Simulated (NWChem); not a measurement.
SiNH$_{4}$, doublet; SMILES [NH][SiH3]

```xyz
6

N     -0.0987    -1.2444     0.0002
Si    -0.0146     0.5195     0.0001
H      0.8450    -1.6556     0.0002
H     -1.3898     1.0883     0.0099
H      0.7108     1.0003    -1.2214
H      0.7298     1.0040     1.2087
```
Atoms are numbered in this order, from 1.

Structure relaxed at the PBE0/def2-SVP, spin-unrestricted level. No stability test was run on the SCF state.

Q: List the 6 lowest vertical excitations from LDA (Slater exchange, VWN5)/6-31+G* (spherical d), spin-unrestricted, TDA (NWChem).

A: 
| state | energy (eV) | oscillator strength | <S²> |
|---|---|---|---|
| state 1 | 1.20 | 0.000 | 0.76 |
| state 2 | 3.27 | 0.002 | 0.76 |
| state 3 | 3.98 | 0.054 | 0.77 |
| state 4 | 4.96 | 0.009 | 0.76 |
| state 5 | 5.55 | 0.013 | 2.30 |
| state 6 | 6.05 | 0.002 | 0.79 |
